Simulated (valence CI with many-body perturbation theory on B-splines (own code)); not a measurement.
Rh V: E2, M1 decay

Level of theory: valence CI with perturbative core correlation (CI+MBPT): five valence electrons over a frozen Dirac-Fock core [Kr], radial functions for each j: 7 s, 7 p, 8 d, 6 f, 4 g, 1 h, with the one-electron correlation potential Σ1 (screened to all orders), the two-electron term Σ2, the three-electron term Σ3, Breit, model QED; selected single and double excitations, second order for the rest, scaled by the run's own slope (own B-spline code, finite nucleus).

No measured spectrum was set against this ion. As an estimate, terms of the open shell hold to 2 to 4 % of their energy, and close levels can change places; different configurations can be misplaced against each other by 1,000 to 8,000 cm⁻¹. Core correlation moves these levels by up to 18000 cm⁻¹, and in measured spectra 5 to 20 % of such shifts remained as error; rates that hang on mixing are uncertain with them. Among the levels kept, up to 1900 cm⁻¹ of a level comes from second order outside the variational space, and about a tenth of that is noise between levels of different J, which matters for small intervals. Only levels of the ground parity were solved; by the run's estimate the other parity begins above the list, which can be wrong where configurations are misplaced.

Lines 51 to 100 of 120 in falling wavelength, among levels below 152900 cm⁻¹, chosen from the decays that carry over 1 % of a level's rate. Wavelengths and rates use the calculated energies, so an error of 2000 cm⁻¹ moves a line at 8525 Å by 17 % and its rate by three times that or more. Electric multipoles are in the length gauge, E1 and E2 with the static RPA response of the core. Weak lines are less certain than strong ones. Lines between different terms over intervals too small for the method are left out, as are lines whose strength nearly cancels.

Names give the largest LS component (configuration and term), which can be under half, so a name can repeat, a term be missing and a line seem to break the LS rules; names also repeat where a configuration has a term twice. Letters in brackets count levels of one name in rising energy.

| λ vac (Å) | Upper | Lower | Type | A (s⁻¹) | Branch % |
| --- | --- | --- | --- | --- | --- |
| 8525 | 4d⁵ ⁴F_3/2 | 4d⁵ ⁴D_5/2 | M1 | 5.25e-01 | 12.1 |
| 8411 | 4d⁵ ⁴F_5/2 | 4d⁵ ⁴D_7/2 | M1 | 3.07e-02 | 1.2 |
| 8365 | 4d⁵ ²D_5/2 [a] | 4d⁵ ⁴P_5/2 | M1 | 5.19e+00 | 47.2 |
| 8214 | 4d⁵ ²G_9/2 [a] | 4d⁵ ²I_11/2 | M1 | 7.25e-01 | 24.5 |
| 8138 | 4d⁵ ²D_3/2 [a] | 4d⁵ ⁴P_3/2 | M1 | 2.02e+00 | 47.1 |
| 8107 | 4d⁵ ⁴F_3/2 | 4d⁵ ⁴D_1/2 | M1 | 8.66e-01 | 19.9 |
| 7729 | 4d⁵ ²D_3/2 [a] | 4d⁵ ⁴P_5/2 | M1 | 3.94e-01 | 9.2 |
| 7606 | 4d⁵ ²F_7/2 [a] | 4d⁵ ⁴D_7/2 | M1 | 2.13e+00 | 23.6 |
| 7309 | 4d⁵ ²G_7/2 [a] | 4d⁵ ⁴D_5/2 | M1 | 1.32e-01 | 8.8 |
| 7266 | 4d⁵ ⁴F_7/2 | 4d⁵ ⁴P_5/2 | M1 | 7.92e-02 | 6.4 |
| 7212 | 4d⁵ ²H_9/2 | 4d⁵ ⁴D_7/2 | M1 | 3.86e-01 | 7.9 |
| 6963 | 4d⁵ ²F_5/2 [a] | 4d⁵ ⁴D_3/2 | M1 | 6.99e-01 | 7.3 |
| 6908 | 4d⁵ ²F_5/2 [a] | 4d⁵ ⁴D_5/2 | M1 | 1.33e+00 | 13.8 |
| 6823 | 4d⁵ ²D_5/2 [a] | 4d⁵ ⁴G_7/2 | M1 | 2.09e+00 | 19.0 |
| 6724 | 4d⁵ ⁴F_5/2 | 4d⁵ ⁴P_5/2 | M1 | 5.68e-02 | 2.2 |
| 6645 | 4d⁵ ²D_5/2 [a] | 4d⁵ ⁴G_5/2 | M1 | 2.09e+00 | 19.0 |
| 6445 | 4d⁵ ²G_7/2 [a] | 4d⁵ ⁴D_7/2 | M1 | 1.28e-01 | 8.5 |
| 6290 | 4d⁵ ⁴F_3/2 | 4d⁵ ⁴P_3/2 | M1 | 6.62e-02 | 1.5 |
| 6237 | 4d⁵ ²D_3/2 [a] | 4d⁵ ⁴G_5/2 | M1 | 1.13e+00 | 26.5 |
| 6237 | 4d⁵ ²D_3/2 [a] | 4d⁵ ⁴G_5/2 | E2 | 6.59e-02 | 1.5 |
| 6164 | 4d⁵ ⁴F_7/2 | 4d⁵ ⁴G_9/2 | M1 | 7.87e-01 | 63.7 |
| 6164 | 4d⁵ ⁴F_7/2 | 4d⁵ ⁴G_9/2 | E2 | 6.68e-02 | 5.4 |
| 6140 | 4d⁵ ⁴F_9/2 | 4d⁵ ⁴G_9/2 | M1 | 1.39e-01 | 6.2 |
| 6140 | 4d⁵ ⁴F_9/2 | 4d⁵ ⁴G_9/2 | E2 | 2.74e-02 | 1.2 |
| 6130 | 4d⁵ ⁴F_7/2 | 4d⁵ ⁴G_11/2 | E2 | 2.40e-02 | 1.9 |
| 6106 | 4d⁵ ⁴F_9/2 | 4d⁵ ⁴G_11/2 | M1 | 9.08e-01 | 40.8 |
| 6106 | 4d⁵ ⁴F_9/2 | 4d⁵ ⁴G_11/2 | E2 | 1.36e-01 | 6.1 |
| 6074 | 4d⁵ ⁴F_7/2 | 4d⁵ ⁴G_7/2 | M1 | 5.00e-02 | 4.0 |
| 6074 | 4d⁵ ⁴F_7/2 | 4d⁵ ⁴G_7/2 | E2 | 4.04e-02 | 3.3 |
| 6051 | 4d⁵ ⁴F_9/2 | 4d⁵ ⁴G_7/2 | M1 | 3.09e-01 | 13.9 |
| 6043 | 4d⁵ ⁴F_3/2 | 4d⁵ ⁴P_5/2 | M1 | 5.81e-02 | 1.3 |
| 5769 | 4d⁵ ⁴F_5/2 | 4d⁵ ⁴G_9/2 | E2 | 6.61e-02 | 2.5 |
| 5733 | 4d⁵ ²G_9/2 [a] | 4d⁵ ⁴D_7/2 | M1 | 3.98e-01 | 13.4 |
| 5691 | 4d⁵ ⁴F_5/2 | 4d⁵ ⁴G_7/2 | M1 | 1.19e+00 | 45.5 |
| 5691 | 4d⁵ ⁴F_5/2 | 4d⁵ ⁴G_7/2 | E2 | 1.10e-01 | 4.2 |
| 5566 | 4d⁵ ⁴F_5/2 | 4d⁵ ⁴G_5/2 | E2 | 9.14e-02 | 3.5 |
| 5566 | 4d⁵ ⁴F_5/2 | 4d⁵ ⁴G_5/2 | M1 | 3.25e-02 | 1.2 |
| 5406 | 4d⁵ ²G_7/2 [a] | 4d⁵ ⁴P_5/2 | M1 | 2.63e-02 | 1.7 |
| 5378 | 4d⁵ ²F_7/2 [a] | 4d⁵ ⁴G_9/2 | M1 | 4.21e+00 | 46.7 |
| 5310 | 4d⁵ ²F_7/2 [a] | 4d⁵ ⁴G_7/2 | M1 | 1.56e+00 | 17.3 |
| 5201 | 4d⁵ ²F_7/2 [a] | 4d⁵ ⁴G_5/2 | M1 | 1.97e-01 | 2.2 |
| 5195 | 4d⁵ ⁴F_3/2 | 4d⁵ ⁴G_7/2 | E2 | 7.61e-02 | 1.8 |
| 5183 | 4d⁵ ²F_5/2 [a] | 4d⁵ ⁴P_5/2 | M1 | 2.29e-01 | 2.4 |
| 5178 | 4d⁵ ²H_9/2 | 4d⁵ ⁴G_9/2 | M1 | 2.14e+00 | 43.8 |
| 5154 | 4d⁵ ²H_9/2 | 4d⁵ ⁴G_11/2 | M1 | 5.83e-01 | 11.9 |
| 5154 | 4d⁵ ²H_9/2 | 4d⁵ ⁴G_11/2 | E2 | 7.46e-02 | 1.5 |
| 5115 | 4d⁵ ²H_9/2 | 4d⁵ ⁴G_7/2 | M1 | 9.76e-01 | 20.0 |
| 5091 | 4d⁵ ⁴F_3/2 | 4d⁵ ⁴G_5/2 | M1 | 4.99e-01 | 11.5 |
| 5091 | 4d⁵ ⁴F_3/2 | 4d⁵ ⁴G_5/2 | E2 | 1.70e-01 | 3.9 |
| 4771 | 4d⁵ ²G_7/2 [a] | 4d⁵ ⁴G_9/2 | M1 | 4.41e-01 | 29.3 |
